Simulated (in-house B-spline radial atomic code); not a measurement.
Results of a calculation; reference values are marked as such.
# Mean free path of electrons in Ga from the free-electron model

The electrons form a uniform gas at zero temperature with Lindhard's dielectric function (RPA). An added electron of energy E, from the band bottom, collides once per mean free path λ, with 1/λ = (1/πE) ∫dω ∫dq/q Im(−1/ε(q, ω)), in atomic (or effective) units, with ω up to E − E_F and q between √(2E) ∓ √(2(E − ω)); electron-hole pairs and the plasmon pole are integrated apart. No exchange between the two electrons.

Ga: 3 valence electrons per atom, density 5.91 g/cm³, mass 69.72 u, so r_s = 2.19 bohr. Core levels, phonons and band structure are left out.

**Question.** Find E_F, the plasma energy, the screening length and the long-wave dispersion of the plasmon.

**Answer.** k_F = 1.91916/2.19 = 0.8763, E_F = k_F²/2 = 10.45 eV. ω_p = √(3/r_s³) = 0.5344 hartree = 14.54 eV. The Thomas-Fermi length is √(π/4k_F) = 0.947 bohr = 0.0501 nm. For small q, ω = ω_p + α q² with α = (3/5) E_F/ω_p = 0.4311; at q = 0.2645 this gives 15.36 eV, and the zero of ε lies at 15.39 eV. The plasmon meets the pair continuum ω = q k_F + q²/2 at q_c = 0.66114 = 0.75 k_F, 21.7 eV.

| E − E_F (eV) | λ (nm) | share of plasmon losses | lifetime (fs) | stopping (eV/nm) |
| --- | --- | --- | --- | --- |
| 0.522 | 282 | 0.00 | 144 | 0.00123 |
| 2.09 | 21.7 | 0.00 | 10.4 | 0.0632 |
| 5.22 | 4.97 | 0.00 | 2.12 | 0.682 |
| 10.4 | 1.9 | 0.00 | 0.7 | 3.55 |
| 16.7 | 1.03 | 0.00 | 0.334 | 10.5 |
| 26.1 | 0.377 | 0.36 | 0.105 | 46.7 |
| 41.8 | 0.329 | 0.46 | 0.0768 | 59.3 |
| 94 | 0.449 | 0.56 | 0.074 | 47.6 |
| 230 | 0.798 | 0.64 | 0.0868 | 28.5 |
| 627 | 1.71 | 0.70 | 0.114 | 13.9 |

**Question.** Where is λ shortest, and how does it grow on either side?

**Answer.** The least value in the table is 0.329 nm at 41.8 eV, 2.9 times the plasma energy. Between the last two rows it grows as (E − E_F)^0.76, near Bethe's E/ln E, and between the first two as (E − E_F)^-1.85, where the Pauli principle blocks most collisions.

**Question.** Photoelectrons 230 eV above E_F leave through 1 nm of this material at 45° from the normal. What share escapes without loss, and what depth gives 95 % of a bulk signal? Ignore elastic scattering.

**Answer.** exp(−d/(λ cos θ)) = exp(−1/(0.798 × 0.707)) = 0.170. 95 % comes from within 3λ cos θ = 1.69 nm. The mean loss per collision is λ × stopping = 22.7 eV. The d or semicore shells, left out, add losses that the model lacks.
